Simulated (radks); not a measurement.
Results of a calculation; reference values are marked as such.
Question: These are the eigenvalues of the occupied orbitals of an atom or ion with whole-number occupations (hartree). Level of theory: non-relativistic Kohn-Sham, PBE, spin-polarised, spherical densities, point nucleus (a radial shooting solver on a logarithmic mesh with Libxc functionals).

| orbital | eigenvalue |
|---|---|
| 1s up | -1073.592 |
| 1s down | -1073.591 |
| 2s up | -160.8807 |
| 2s down | -160.8798 |
| 2p up | -150.8365 |
| 2p down | -150.8355 |
| 3s up | -32.70650 |
| 3s down | -32.70477 |
| 3p up | -28.53690 |
| 3p down | -28.53516 |
| 3d up | -20.79868 |
| 3d down | -20.79719 |
| 4s up | -6.61817 |
| 4s down | -6.61346 |
| 4p up | -5.20585 |
| 4p down | -5.20003 |
| 4d up | -2.83786 |
| 4d down | -2.82672 |
| 5s up | -1.78388 |

Which element is it, and in what charge state? The configuration may be excited. Open shells, if any, are filled with parallel spins first.

Answer: Z = 51, antimony, charge +4: Sb4+ in [Kr] 4d10 5s1. The list shows which subshells hold electrons but not how many an open one holds; the 1s level, -1073.6 hartree, gives Z - s = 46.3 by -(Z - s)^2/2, which with screening narrows Z to a few neighbours, and the depths of the outer levels then fix element, charge and occupations together.
